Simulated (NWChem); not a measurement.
# C2H5BO3; SMILES O1B(OCC1)O

```xyz
11

O     -0.0774     2.1235     0.0203
B     -0.0311     0.7646     0.0113
O     -1.1691    -0.0054     0.0028
C     -0.7583    -1.3715     0.1127
C      0.7773    -1.3476    -0.1119
O      1.1411     0.0329     0.0108
H      0.8146     2.4974    -0.0014
H     -1.0232    -1.7461     1.1092
H     -1.2861    -1.9731    -0.6342
H      1.0552    -1.7026    -1.1119
H      1.3250    -1.9373     0.6300
```
Atoms are numbered in this order, from 1.

Results from NWChem. Structure relaxed at the B3LYP/6-31G* (spherical d) level. Atomic charges in e: unrestrained fits to the electrostatic potential beside Mulliken populations; buried atoms are poorly determined by the fit.

### Question
What does the run give for B3LYP/def2-SVP? Quantities: ESP O1; Mulliken O1; ESP B2; Mulliken B2; ESP O3; Mulliken O3; ESP C4; Mulliken C4; ESP C5; Mulliken C5; relative RMS misfit of the potential (%).

### Answer
The ESP O1 is -0.67. The Mulliken O1 comes out as -0.14. The ESP B2 is 0.81 and the Mulliken B2 comes out as 0.05. The ESP O3 is -0.47. The Mulliken O3 comes out as -0.26, the ESP C4 comes out as 0.20 and the Mulliken C4 is 0.19. The ESP C5 is 0.30 and the Mulliken C5 is 0.19. The relative RMS misfit of the potential (%) is 24.
